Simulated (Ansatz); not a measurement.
Geometry optimisation, RKS r2SCAN-D4/6-31G* (Ansatz).

input.yaml

```yaml
crystal:
  periodic: [false, false, false]
  atoms:
    - { symbol: B, position_ang: [-1.4946, 0.5696, 0.3592] }
    - { symbol: C, position_ang: [0.0245, 0.3729, 0.4029] }
    - { symbol: Al, position_ang: [0.3659, -1.4328, 1.1355] }
    - { symbol: Si, position_ang: [0.8538, 0.5121, -1.3083] }
    - { symbol: H, position_ang: [-2.0964, 0.8155, -0.6932] }
    - { symbol: H, position_ang: [-2.1732, 0.6247, 1.3458] }
    - { symbol: H, position_ang: [0.5173, 1.1433, 1.0644] }
    - { symbol: H, position_ang: [-0.1044, -2.7137, 0.3846] }
    - { symbol: H, position_ang: [1.2381, -1.5665, 2.5437] }
    - { symbol: H, position_ang: [-0.10576, 0.80714, -2.28836] }
    - { symbol: H, position_ang: [1.87924, 1.59715, -1.16528] }
    - { symbol: H, position_ang: [1.55011, -0.7588, -1.56186] }
basis:
  gaussian: { orbitals: "6-31G*" }
hamiltonian:
  xc: r2scan
  dispersion: d4
relax:
  f_tol: 0.015
  max_steps: 40
```

Launched with:

```bash
$ ansatz run input.yaml --threads 2 --pin off --max-ram 3072MiB --backend cpu --events-out ev --progress --plain --runs-dir out
```

Where does it end, and by what steps?

It converged. After 16 steps the energy has fallen by 0.630 eV; H9 moved furthest, 1.03 Å. Joined: Al3–Si4 (3.16 → 2.62 Å).

| step | energy less start (eV) | largest force component (eV/Å) | accepted |
| --- | --- | --- | --- |
| 0 | 0.0000 | 2.277 | yes |
| 1 | -0.2693 | 1.095 | yes |
| 2 | -0.3840 | 0.561 | yes |
| 3 | -0.4703 | 0.404 | yes |
| 4 | -0.5133 | 0.309 | yes |
| 5 | -0.5517 | 0.329 | yes |
| 6 | -0.5338 | 0.928 | no |
| 7 | -0.5766 | 0.141 | yes |
| 8 | -0.5934 | 0.101 | yes |
| 9 | -0.6128 | 0.151 | yes |
| 10 | -0.6102 | 0.171 | no |
| 11 | -0.6227 | 0.100 | yes |
| 12 | -0.6255 | 0.061 | yes |
| 13 | -0.6274 | 0.071 | yes |
| 14 | -0.6285 | 0.056 | yes |
| 15 | -0.6297 | 0.050 | yes |
| 16 | -0.6299 | 0.014 | yes |

```xyz
12
Properties=species:S:1:pos:R:3
B -1.620 0.581 0.423
C -0.106 0.652 0.506
Al 0.452 -1.278 0.773
Si 0.893 0.549 -1.058
H -2.159 0.062 -0.520
H -2.305 0.999 1.319
H 0.340 1.262 1.299
H -0.484 -2.451 0.264
H 1.754 -1.477 1.661
H 0.151 0.658 -2.336
H 2.151 1.337 -1.061
H 1.389 -0.922 -1.051
```

Time of the run: 36 s on 2 threads of Intel(R) Xeon(R) Platinum 8488C (Sapphire Rapids) (shared host), peak memory 0.19 GiB.
